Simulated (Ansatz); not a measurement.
Gas-phase reaction in SMILES: C[C@@H]1CC[C@H](C)C1 → C[C]1CC[C@@H](C)C1 + H atom (the C-H bond at the site shown breaks; other sites are not compared here)
Geometries: B3LYP-D3(BJ)/def2-TZVP minima from Ansatz (an electronic-structure program), one conformer each, not searched for the lowest.

Quantity: bond dissociation energy (electronic energy difference), in kcal/mol. Valence correlation only, unless marked. Open shells are spin-unrestricted. No spin-orbit coupling. Non-relativistic. CBS(X,Y): correlation extrapolated as X^-3; Hartree-Fock from the larger set. The bracket is a focal-point correction in the basis named.

| level | program | bond dissociation energy (kcal/mol) |
|---|---|---|
| BLYP/def2-TZVPD | Ansatz | 94.9 |
| revPBE-D4/def2-TZVPD | Ansatz + dftd4 | 94.9 |
| revPBE/def2-TZVPD | Ansatz | 92.8 |
| LC-wPBE-D3(BJ)/def2-TZVPD | Ansatz + dftd3 | [?] |
| RPA@PBE/cc-pVTZ | Ansatz | 101.5 |
| RI-MP2/CBS(cc-pVTZ,cc-pVQZ)+[CCSD(T)-MP2]/cc-pVTZ | Ansatz | [?] |

Question: Some entries are withheld; supply them.

Answer: 
- LC-wPBE-D3(BJ)/def2-TZVPD, bond dissociation energy (kcal/mol): 96.8
- RI-MP2/CBS(cc-pVTZ,cc-pVQZ)+[CCSD(T)-MP2]/cc-pVTZ, bond dissociation energy (kcal/mol): 103.0
